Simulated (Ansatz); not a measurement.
A run for Ansatz (a first-principles code): U-wB97X-V/def2-TZVPPD on O2 (SMILES O=O). The basis file is the Basis Set Exchange's JSON of that set.

Ansatz 0.2 input:
```yaml
crystal:
  periodic: [false, false, false]
  atoms:
    - {symbol: O, position_ang: [0.00000000, -0.00000000, 0.60215214]}
    - {symbol: O, position_ang: [-0.00000000, 0.00000000, -0.60215214]}
basis:
  gaussian:
    orbitals: def2-TZVPPD.json
hamiltonian:
  xc: {name: wB97X-V}
magnetization: {spin_polarized: true, initial_magnetization: 2}
```

Program output:

```
WARN ansatz: RAYON_NUM_THREADS=1 ignored (pool sized by the plan → 1); use --threads N
Functional definition: wB97X-V
integrals: 0.01 GiB planned
368 factors; their error is unknown
integrals: 0.05 GiB planned
104 factors; integrals over basis functions are off by at most 2.6e-5 eV
mean field: 0.25 GiB planned
mean field evaluation 1: about -4090.4954 eV, gradient 1.2e1 eV
mean field evaluation 2: about -4090.9021 eV, gradient 3.7e0 eV
mean field evaluation 4: about -4090.9343 eV, gradient 1.7e-1 eV
mean field evaluation 8: about -4090.9495 eV, gradient 1.4e-2 eV
mean field -4090.94954685 eV, -150.3396229016 hartree, gradient 3.5e-5 eV, S^2 2.009379; 0 other end points of the search recorded, 0 dependent functions left out
reference -4090.94954620 eV, -150.3396228775 hartree; 9, 7 occupied and 71, 73 virtual orbitals, 368 factors
Total energy: -4090.94954620 eV, -150.3396228775 hartree
```

The calculation finished and met its thresholds.

Cost: around 2.1 core-seconds (rough).
